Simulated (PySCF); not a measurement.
C₂H₆FNSi₂, SMILES F[Si@H]1C=C[Si@H]1N.

Geometry: B3LYP-D3(BJ)/def2-SVP. The structure was generated by enumeration; whether it is a known compound was not checked. One conformer was computed; it need not be the lowest.

Two levels are set side by side: TDA-PBE/def2-SVPD (PySCF) and TDA-PBE0/def2-SVPD (PySCF). Vertical, same geometry. The lowest singlet is HOMO→LUMO 100 % with PBE and HOMO→LUMO 98 % with the other functional; states are paired by order. Differences are taken from unrounded values.

```
quantity                              TDA-PBE
------------------------------------  -------
lowest singlet excitation (eV)           3.81
lowest triplet excitation (TDA) (eV)     3.61
```

Question: These are the TDA-PBE values. What does TDA-PBE0 give? (The exact figures need the calculation; the answer reports its results.)

Answer: 
```csv
quantity,TDA-PBE0,TDA-PBE minus TDA-PBE0
lowest singlet excitation (eV),4.61,-0.80
lowest triplet excitation (TDA) (eV),4.16,-0.55
```

A lower first singlet is the usual sign of a functional without exact exchange. Differences between two approximate levels are no errors against the true value.

Rough cost on one machine, each run with all the roots and properties that it gave: TDA-PBE0 against TDA-PBE about 2 times.
